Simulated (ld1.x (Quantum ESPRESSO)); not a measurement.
## Sb, TM semilocal: configuration errors across variants

ld1.x (Quantum ESPRESSO) 7.5 input, shortened:

```
&input
   title='Sb', zed=51., rel=1, dft='PBE', iswitch=3,
   config='[Kr] 4d10 5s2 5p2 5d-2'
 /
 &inputp
   pseudotype=1, tm=.true., lloc=1,
   nlcc=.false.
 /
3
5S  1  0   2.00   0.00  1.65  1.65  0.0
5D  3  2  -2.00   0.40  1.75  1.75  0.0
5P  2  1   2.00   0.00  2.00  2.00  0.0
 &test
   configts(1)='5s2 5p2'
 /
```

All-electron excitation energies from the reference (eV): (1) 5s2 5p3 -8.317; (2) 5s2 5p1 15.968; (3) 5s2 5p0 40.381; (4) 5s2 5p2.5 -5.055; (5) 5s1 5p4 -0.205; (6) 5s1 5p3 8.732; (7) 5s2 5p3.3 -9.476.

In the semilocal form every listed channel keeps its own potential, so the choice of the local channel does not act on these tests. It acts once the file is put into the separable form.

A semilocal file is local in each channel, so a ghost entry of none says nothing of the separable form that plane-wave codes build from it.

2 further variants failed, have other tests or too few solved ones, and are left out.

A true bound ghost makes a file unfit for plane-wave use even where its test errors are small: the radial tests pick states by their node count and pass the ghost by.

Errors AE − PS in meV (a dash: test not solved or not reliable):

```tsv
change	(1)	(2)	(3)	(4)	(5)	(6)	(7)	bound ghosts
base	+2.6	-1.7	+31	+1.4	+16	+13	+3.6	none
local potential the s channel	+2.6	-1.7	+31	+1.4	+16	+13	+3.6	none
all radii scaled by about 1.32 (s 2.18, p 2.64, d 2.32 bohr)	+2.7	-3.3	+18	+1.4	+13	+12	+3.7	none
wave 5d channel at 0.4 Ry: rc 1.75 bohr becomes 5d channel at 7.64 Ry: rc 1.75 bohr	+2.6	-1.7	+31	+1.4	+16	+13	+3.6	d
```

(1) Give the same row for: core correction a·sin(br)/r model core inside 1.48 bohr.

Results:

(1) -0.6, -16, -90, +0.3, -7.7, -15, -0.9; bound ghosts: none.
